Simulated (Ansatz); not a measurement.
C$_{6}$H$_{4}$F$_{6}$O$_{2}$ (`C=CC(=O)OC(C(F)(F)F)C(F)(F)F`). The species carries charge 0 and has multiplicity 1. The structure was optimised at the PBE0-D4/def2-TZVP level. It is one conformer, not always the lowest.

```xyz
18

C     0.086    2.987   -1.985
C    -0.443    1.883   -1.474
C     0.343    1.044   -0.557
O     1.466    1.233   -0.188
O    -0.404   -0.030   -0.161
C     0.213   -0.927    0.722
C    -0.579   -0.926    2.029
F    -0.015   -1.731    2.927
F    -0.585    0.311    2.528
F    -1.842   -1.304    1.863
C     0.304   -2.287    0.028
F     0.923   -3.175    0.803
F    -0.888   -2.776   -0.300
F     1.013   -2.152   -1.094
H     1.100    3.277   -1.731
H    -0.474    3.620   -2.662
H    -1.450    1.556   -1.700
H     1.232   -0.603    0.950
```

(1) What is the dipole moment at PBE/def2-TZVPP? (An estimate is asked.)

(2) And with r2SCAN, B3LYP, ωB97M-V? (Estimate.)

(3) Give the Mulliken charges with PBE, r2SCAN, B3LYP in def2-TZVPP. (Best estimate.)

Results:

(1) Ansatz gave: 2.58 D, with components (-0.68, 1.91, -1.60) D in this frame, pointing from negative to positive charge.

(2) The calculation gave: r2SCAN 2.75 D, B3LYP 2.82 D, ωB97M-V 2.80 D.

(3) Computed: 
| atom | PBE | r2SCAN | B3LYP |
| --- | --- | --- | --- |
| C1 | -0.14 | -0.09 | -0.16 |
| C2 | -0.17 | -0.21 | -0.20 |
| C3 | 0.28 | 0.41 | 0.37 |
| O4 | -0.26 | -0.33 | -0.30 |
| O5 | -0.19 | -0.26 | -0.27 |
| C6 | 0.05 | 0.10 | 0.07 |
| C7 | 0.35 | 0.47 | 0.48 |
| F8 | -0.12 | -0.16 | -0.16 |
| F9 | -0.12 | -0.16 | -0.17 |
| F10 | -0.12 | -0.16 | -0.16 |
| C11 | 0.35 | 0.47 | 0.48 |
| F12 | -0.12 | -0.16 | -0.16 |
| F13 | -0.12 | -0.16 | -0.16 |
| F14 | -0.12 | -0.16 | -0.17 |
| H15 | 0.12 | 0.11 | 0.14 |
| H16 | 0.12 | 0.10 | 0.13 |
| H17 | 0.11 | 0.10 | 0.13 |
| H18 | 0.09 | 0.10 | 0.12 |

B3LYP here is the variant with VWN-RPA as its local correlation; programs differ in this.
